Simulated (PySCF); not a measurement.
**NMR problem set**

[PySCF 2.14.0 with density-fitted response routines: shielding tensors at PBE0/pcSseg-1 (GIAO); GFN2-xTB structure; equivalent nuclei averaged; one conformer; no solvent; no relativistic terms]

Shifts are taken against calculated references (same method and geometry level): TMS for $^{1}$H (σ = 31.72 ppm) and $^{13}$C (σ = 186.93 ppm). Where no couplings were computed, multiplicities follow the n + 1 count of equivalent neighbours, and m marks all less simple cases (inequivalent or close neighbours, rings, F or P nearby). Shifts are as computed. Against solution values, carbons near 30 ppm lie about +3 ppm off and those near 130 ppm about +5 ppm. Of 1211 compounds with measured shifts, 218 miss one by over three times the rms of a fit or turn the order of signals round; such compounds aren't used in these exercises.

Problem. C7H12O4. $^{1}$H NMR (600 MHz, computed): δ 3.99 (s, 3H), 1.62 (s, 9H). $^{13}$C{$^{1}$H} NMR (computed): δ 165.4 (C), 162.2 (C), 83.4 (C), 54.9 (CH3), 28.5 (CH3). Identify the compound.

Solution. SMILES O=C(C(OC)=O)OC(C)(C)C. The formula gives 2 degrees of unsaturation (no ring in the answer). 5 carbon signals for 7 carbons: some carbons are equivalent by symmetry or fast rotation. Carbon types of the structure: 3 × C, 4 × CH3, which accounts for all hydrogens. δC 165.4, 162.2: ester carbonyl carbon; lone-pair donation from the attached heteroatom keeps it upfield of a ketone carbonyl. δC 83.4: fully substituted sp3 carbon bonded to O; the inductive effect lowers its shielding. δC 54.9: methyl carbon bonded to O; pulled downfield by the heteroatom. δC 28.5: methyl carbon; a saturated carbon with 1 carbon neighbour and no heteroatom attached.

This is the structure that produced the data.

Problem. C7H12O4. $^{1}$H NMR (600 MHz, computed): δ 8.07 (s, 1H), 5.17 (m, 1H), 4.75 (q, 1H), 1.55 (d, 3H), 1.37 (d, 3H), 1.26 (d, 3H). $^{13}$C{$^{1}$H} NMR (computed): δ 177.9 (C), 165.9 (CH), 74.7 (CH), 71.1 (CH), 23.7 (CH3), 23.2 (CH3), 18.8 (CH3). What is it?

Solution. `InChI=1S/C7H12O4/c1-5(2)11-7(9)6(3)10-4-8/h4-6H,1-3H3/t6-/m0/s1`. Rings plus π bonds: 2 (no ring in the answer). 7 carbon signals for 7 carbons: no two carbons are equivalent. Carbon types of the structure: 1 × C, 3 × CH, 3 × CH3, which accounts for all hydrogens. δC 177.9, 165.9: ester carbonyl carbon; lone-pair donation from the attached heteroatom keeps it upfield of a ketone carbonyl. δC 74.7: sp3 CH bonded to O, α to a carbonyl; pulled downfield by the heteroatom. δC 71.1: sp3 CH bonded to O; the inductive effect lowers its shielding. δH 4.75: hydrogen on an sp3 CH bonded to O, α to a carbonyl; its carbon carries O, hence the downfield position.

The shifts were computed for this structure.
